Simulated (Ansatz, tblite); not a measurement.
Adding an electron: 1-ethyl-3-methylimidazolium, `CCn1cc[n+](C)c1`. The state is a singlet with charge 1. Geometry: r2SCAN-D4/def2-SVP. Ansatz, gas phase; energy differences of separate SCF runs; the reduced species was run as a doublet alone.

```xyz
19

C    -2.0457   -1.9113    0.2847
C    -0.5678   -1.9420   -0.0659
N    -0.0161   -0.5901   -0.2749
C    -0.2115    0.1939   -1.3920
C     0.4163    1.3884   -1.1605
N     0.9783    1.3114    0.0971
C     1.7552    2.3655    0.7464
C     0.7037    0.1058    0.6142
H    -2.4030   -2.9414    0.4271
H    -2.6440   -1.4562   -0.5185
H    -2.2262   -1.3554    1.2167
H     0.0313   -2.4075    0.7300
H    -0.3774   -2.5072   -0.9907
H    -0.7698   -0.1582   -2.2571
H     0.5122    2.2748   -1.7844
H     2.6477    2.5885    0.1462
H     2.0617    2.0230    1.7415
H     1.1380    3.2686    0.8457
H     1.0172   -0.2507    1.5944
```

The xTB rows come from tblite.

```json
{"level": "GFN1-xTB", "−HOMO (eV)": "16.81", "−LUMO (eV)": "12.22", "vertical EA (eV)": "8.83", "HOMO–LUMO gap (eV)": "4.58"}
{"level": "GFN2-xTB", "−HOMO (eV)": "16.08", "−LUMO (eV)": "11.30", "vertical EA (eV)": "7.83", "HOMO–LUMO gap (eV)": "4.78"}
{"level": "PBE-D4/def2-TZVP", "−HOMO (eV)": "11.04", "−LUMO (eV)": "5.96", "vertical EA (eV)": "3.17", "HOMO–LUMO gap (eV)": "5.08"}
{"level": "PBE0-D4/def2-TZVP", "−HOMO (eV)": "12.07", "−LUMO (eV)": "4.96", "vertical EA (eV)": "3.19", "HOMO–LUMO gap (eV)": "7.11"}
{"level": "ωB97X-V/def2-TZVP", "−HOMO (eV)": "14.34", "−LUMO (eV)": "2.75", "vertical EA (eV)": "3.09", "HOMO–LUMO gap (eV)": "11.59"}
```

Relaxing the reduced species (r2SCAN-D4/def2-SVP) changes its energy by -0.67 eV at PBE-D4/def2-TZVP, so the adiabatic electron affinity to this nearest minimum is 3.84 eV. At PBE0-D4/def2-TZVP it is 3.80 eV.    Raw xTB energy differences between charge states are shifted by several eV; the methods need an empirical correction for them.
